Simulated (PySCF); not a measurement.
Bi(Me)2 (C2H6Bi), SMILES [CH3][Bi+][CH3] (connectivity only; charge and spin as stated), charge +1, multiplicity 1.

Coordinates come from a B3LYP-D3(BJ)/def2-SVP optimisation. The spin state was assumed, not searched. The isomer is the one that the SMILES or the coordinates give; other isomers of the formula were not compared. The def2 effective core potentials stand for the cores of Bi; spin–orbit coupling is left out.

These are PBE/def2-TZVPD in PySCF values and carry that method's errors.

```json
{
  "total_energy": "-294.10938 hartree",
  "point_group": "C2",
  "highest_occupied_level": "-11.90 eV",
  "lowest_empty_level": "-10.13 eV",
  "orbital_gap": "1.77 eV",
  "dipole_moment_about_the_centre_of_nuclear_charge": "1.09 D",
  "mean_static_polarisability": "63.5 bohr³ (9.41 Å³)",
  "polarisability_principal_values": "44.6, 68.0, 77.8 bohr³"
}
```
